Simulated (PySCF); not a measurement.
# A small calculation by hand: oscillator strength and radiative lifetime

Al(I)(Me)(OMe) (C2H6AlIO), SMILES C[O][Al]([CH3])[I].

Geometry: B3LYP-D3(BJ)/def2-SVP. The structure was generated by enumeration; whether it is a known compound was not checked. The def2 effective core potentials stand for the cores of I; spin–orbit coupling is left out. Other conformers were not sampled.

PySCF with TDA-ωB97X/def2-SVPD puts the first singlet state with f over 0.02 at 6.20 eV (vertical), with the transition dipole (-0.623, -0.109, 0.000) in atomic units.

Task: Find the oscillator strength, the wavelength and the radiative lifetime that this transition would have in vacuum if emission retraced absorption.

Result: 
|μ|² = 0.4000 au, so |μ| = 1.61 D. ΔE = 6.20/27.211 = 0.2278 hartree. f = (2/3) ΔE |μ|² = 0.061 (the program prints 0.061).
λ = 1239.84/6.20 = 200 nm; ν = 50006 cm⁻¹.
Einstein's coefficient A = 0.6670 ν² f s⁻¹ (ν in cm⁻¹) = 1.0e8 s⁻¹, so τ = 1/A = 9.9 ns. This state is S2; the lower singlet has f = 0.001. The figure is the radiative limit of this one transition; relaxation, internal conversion, crossing to triplets and a medium change what is measured.
